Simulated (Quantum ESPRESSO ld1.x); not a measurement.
Pd II, 45 electrons, occupied as [Kr] 4d9. Method: scalar-relativistic Kohn-Sham, LDA (Slater exchange, VWN5 correlation), spin-polarised, spherical densities, point nucleus; open shells are filled with parallel spins first; computed with ld1.x of Quantum ESPRESSO 7.5. Some entries of the table are withheld. Estimate them.

orbital  occ.  eigenvalue (Ry)  <r^2> (bohr^2)  r(max) (bohr)
1s up       1         -1774.78        0.001374          0.021
1s down     1         -1774.78        0.001374          0.021
2s up       1         -259.906         0.02261          0.117
2s down     1         -259.894         0.02261          0.117
2p up       3         -233.262         0.01779          0.093
2p down     3         -233.253         0.01779          0.093
3s up       1         -47.5114          0.1653          0.344
3s down     1         -47.5032          0.1652          0.344
3p up       3         -38.7545          0.1671          0.335
3p down     3         -38.7455          0.1671          0.335
3d up       5              (1)          0.1529          0.281
3d down     5              (2)          0.1529          0.281
4s up       1         -7.13635           1.012          0.848
4s down     1         -7.08937           1.012          0.848
4p up       3              (3)           1.241          0.911
4p down     3              (4)           1.241          0.904
4d up       5         -1.11566           2.602           1.09
4d down     4         -1.07118           2.647           1.09

Answer. 
(1) 3d up eigenvalue (Ry): -24.8013
(2) 3d down eigenvalue (Ry): -24.7894
(3) 4p up eigenvalue (Ry): -4.62660
(4) 4p down eigenvalue (Ry): -4.57842
